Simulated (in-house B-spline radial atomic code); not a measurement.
A fraction x of an electron is removed from 5d in neutral cerium, starting from [Xe] 4f1 5d1 6s2 and keeping the highest spin. Level of theory: scalar-relativistic (X2C) B97-1, spin-polarised, spherical fractional occupations, Fermi nucleus of rms radius 4.8771 fm; calculated with an all-electron radial atomic-structure program (B-spline basis).

Caution: exact exchange at fractional occupations of open shells leaves self-interaction of up to several eV.

```tsv
x	E(x) - E(0) (eV)	5d up level (eV)
0	0.0000	-2.774
0.1	0.3057	-3.343
0.2	0.6691	-3.928
0.31	?	?
0.45	?	?
0.5	2.1210	-5.773
0.55	2.4177	-6.093
0.74	3.6929	-7.338
0.81	4.2229	-7.807
0.95	5.3826	-8.764
1	5.8295	-
```

(1) What belongs in the row x = 0.31?

(2) What belongs in the row x = 0.45?

(3) Check Janak's theorem between x = 0.1 and 0.2.

## Answers

(1) An energy change of 1.1374 eV; 5d up at -4.589 eV.

(2) An energy change of 1.8403 eV; 5d up at -5.457 eV.

(3) The slope of the energy is 3.63 eV; the orbital levels give 3.64 eV (-ε of the emptying orbital, averaged over the two points).
